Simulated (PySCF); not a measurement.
C12H9B.

```xyz
22

C     -1.4222     2.4634     0.0000
C     -2.1533     1.2609     0.0000
C     -1.5076     0.0000     0.0000
C     -2.1533    -1.2609     0.0000
C     -1.4222    -2.4634     0.0000
C     -0.0153    -2.4952     0.0000
C      0.7538    -1.3056     0.0000
C      2.1686    -1.2344     0.0000
C      2.8445     0.0000     0.0000
C      2.1686     1.2344     0.0000
C      0.7538     1.3056     0.0000
C     -0.0153     2.4952     0.0000
B      0.0000     0.0000     0.0000
H     -1.9685     3.4095     0.0000
H     -3.2496     1.3257     0.0000
H     -3.2496    -1.3257     0.0000
H     -1.9685    -3.4095     0.0000
H      0.4767    -3.4771     0.0000
H      2.7729    -2.1514     0.0000
H      3.9369     0.0000     0.0000
H      2.7729     2.1514     0.0000
H      0.4767     3.4771     0.0000
```
Charge 0, spin multiplicity 1.

Geometry: B3LYP-D3(BJ)/def2-SVP.

Level of theory: HF/pcSseg-1 in PySCF. Non-relativistic, no solvent.

Give the absolute GIAO shielding of each atom: isotropic value and principal components (ppm). (The exact figures need the calculation; the answer reports its results.)


```
atom  σ(iso)     σ11    σ22    σ33   span
----  ------  ------  -----  -----  -----
C1      70.0   -28.5   78.5  159.8  188.3
C2      11.7  -109.8  -10.8  155.7  265.5
C3      50.5   -38.8   -0.6  190.8  229.6
C4      11.7  -109.8  -10.8  155.7  265.5
C5      70.0   -28.5   78.5  159.8  188.3
C6      11.7  -109.8  -10.8  155.7  265.5
C7      50.5   -38.8   -0.6  190.8  229.6
C8      11.7  -109.8  -10.8  155.7  265.5
C9      70.0   -28.5   78.5  159.8  188.3
C10     11.7  -109.8  -10.8  155.7  265.5
C11     50.5   -38.8   -0.6  190.8  229.6
C12     11.7  -109.8  -10.8  155.7  265.5
B13     75.9    49.6   49.6  128.6   79.0
H14     26.3    24.4   26.8   27.6    3.2
H15     24.3    21.2   24.6   27.2    5.9
H16     24.3    21.2   24.6   27.2    5.9
H17     26.3    24.4   26.8   27.6    3.2
H18     24.3    21.2   24.6   27.2    5.9
H19     24.3    21.2   24.6   27.2    5.9
H20     26.3    24.4   26.8   27.6    3.2
H21     24.3    21.2   24.6   27.2    5.9
H22     24.3    21.2   24.6   27.2    5.9
```
